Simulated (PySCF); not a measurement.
Basis-set dependence of population analyses: `O=COC[SiH3]`

Compound: C₂H₆O₂Si.
SMILES with atom numbers: `[O:1]=[CH:2][O:3][CH2:4][SiH3:5]` (hydrogens: H6 on C2; H7, H8 on C4; H9, H10, H11 on Si5)

PBE0 throughout (PySCF), one geometry, spherical d and f functions. The structure is a single PBE0-D3(BJ)/def2-SVP conformer in the gas phase; no vibrational or solvent corrections. Atoms taken as equivalent share a column and are averaged. The first 7 of 8 kinds of atom are listed.

Mulliken charges (e):

```tsv
basis	functions	O1	C2	O3	C4	Si5	H6	H7/H8
STO-3G	35	-0.234	+0.172	-0.179	-0.211	+0.554	+0.084	+0.086
6-31G	61	-0.399	+0.370	-0.453	-0.418	+0.582	+0.197	+0.221
pcSseg-0	61	-0.487	+0.521	-0.606	-0.635	+0.543	+0.244	+0.284
6-31G*	86	-0.408	+0.386	-0.409	-0.334	+0.374	+0.178	+0.209
cc-pVDZ	104	-0.251	+0.273	-0.244	-0.051	+0.213	+0.056	+0.079
def2-SVP	104	-0.276	+0.308	-0.301	-0.108	+0.361	+0.054	+0.088
aug-cc-pVDZ	173	-0.333	+0.778	-0.410	+0.533	-0.685	-0.268	-0.245
6-311+G(2d,p)	179	-0.419	+0.399	-0.283	-0.375	+0.390	+0.137	+0.167
def2-TZVP	197	-0.314	+0.253	-0.201	-0.200	+0.137	+0.121	+0.142
cc-pVTZ	238	-0.306	+0.236	-0.177	-0.105	+0.135	+0.103	+0.099
IGLO-III	244	-0.433	+0.397	-0.247	-0.354	+0.726	+0.106	+0.157
```

IAO charges (e):

| basis | functions | O1 | C2 | O3 | C4 | Si5 | H6 | H7/H8 |
| --- | --- | --- | --- | --- | --- | --- | --- | --- |
| STO-3G | 35 | -0.257 | +0.159 | -0.167 | -0.379 | +0.627 | +0.113 | +0.136 |
| 6-31G | 61 | -0.407 | +0.342 | -0.289 | -0.359 | +0.447 | +0.157 | +0.175 |
| pcSseg-0 | 61 | -0.410 | +0.355 | -0.285 | -0.362 | +0.439 | +0.145 | +0.174 |
| 6-31G* | 86 | -0.432 | +0.406 | -0.311 | -0.346 | +0.575 | +0.137 | +0.162 |
| cc-pVDZ | 104 | -0.426 | +0.399 | -0.308 | -0.344 | +0.571 | +0.136 | +0.162 |
| def2-SVP | 104 | -0.427 | +0.401 | -0.305 | -0.343 | +0.590 | +0.132 | +0.160 |
| aug-cc-pVDZ | 173 | -0.441 | +0.407 | -0.317 | -0.347 | +0.572 | +0.143 | +0.166 |
| 6-311+G(2d,p) | 179 | -0.443 | +0.409 | -0.319 | -0.357 | +0.602 | +0.144 | +0.167 |
| def2-TZVP | 197 | -0.443 | +0.414 | -0.320 | -0.357 | +0.611 | +0.141 | +0.166 |
| cc-pVTZ | 238 | -0.441 | +0.412 | -0.318 | -0.355 | +0.597 | +0.141 | +0.166 |
| IGLO-III | 244 | -0.443 | +0.410 | -0.320 | -0.359 | +0.611 | +0.143 | +0.167 |

Hirshfeld charges (e):

```
        basis  functions      O1      C2      O3      C4     Si5      H6   H7/H8
       STO-3G         35  -0.187  +0.144  -0.093  -0.022  +0.352  +0.027  +0.017
        6-31G         61  -0.219  +0.184  -0.109  -0.066  +0.260  +0.071  +0.055
     pcSseg-0         61  -0.211  +0.178  -0.092  -0.072  +0.283  +0.065  +0.045
       6-31G*         86  -0.214  +0.185  -0.097  -0.064  +0.256  +0.070  +0.053
      cc-pVDZ        104  -0.200  +0.179  -0.081  -0.077  +0.271  +0.065  +0.049
     def2-SVP        104  -0.207  +0.186  -0.086  -0.077  +0.279  +0.064  +0.049
  aug-cc-pVDZ        173  -0.213  +0.183  -0.100  -0.087  +0.283  +0.072  +0.053
6-311+G(2d,p)        179  -0.216  +0.184  -0.103  -0.081  +0.287  +0.072  +0.052
    def2-TZVP        197  -0.212  +0.185  -0.097  -0.083  +0.278  +0.071  +0.053
      cc-pVTZ        238  -0.209  +0.184  -0.092  -0.083  +0.275  +0.070  +0.052
     IGLO-III        244  -0.214  +0.182  -0.100  -0.084  +0.278  +0.071  +0.053
```

Problem. Which scheme is steadiest as the basis changes?

Solution. Largest range over the bases for any column: Hirshfeld 0.10 e, IAO 0.25 e, Mulliken 1.41 e. Hirshfeld charges move least and Mulliken charges most, counted in e. Without the minimal STO-3G basis the ranges are Hirshfeld 0.03, IAO 0.17, Mulliken 1.41 e.

Problem. How much do the charges still move between the two largest bases, cc-pVTZ and IGLO-III?

Solution. At most, over all atoms: Mulliken 0.591 e, IAO 0.014 e, Hirshfeld 0.008 e.

Problem. What do the same runs give for the total energy, the frontier levels and the dipole moment?

Solution. 
```
        basis  energy (Eh)  HOMO (eV)  LUMO (eV)  μ (D)
       STO-3G    -513.0083      -4.94       3.41   1.05
        6-31G    -519.2287      -8.25      -0.16   1.83
     pcSseg-0    -518.4673      -8.46      -0.19   1.71
       6-31G*    -519.3467      -8.20       0.16   2.03
      cc-pVDZ    -519.3825      -8.18       0.06   2.02
     def2-SVP    -519.1097      -8.31      -0.07   1.98
  aug-cc-pVDZ    -519.3999      -8.36      -0.42   2.02
6-311+G(2d,p)    -519.4516      -8.42      -0.40   2.04
    def2-TZVP    -519.4736      -8.38      -0.29   2.07
      cc-pVTZ    -519.4665      -8.35      -0.22   2.07
     IGLO-III    -519.4775      -8.40      -0.37   2.05
```

The dipole is fixed by the density alone, so its range of 1.02 D shows that the density itself changes with the basis, not only its division among atoms.
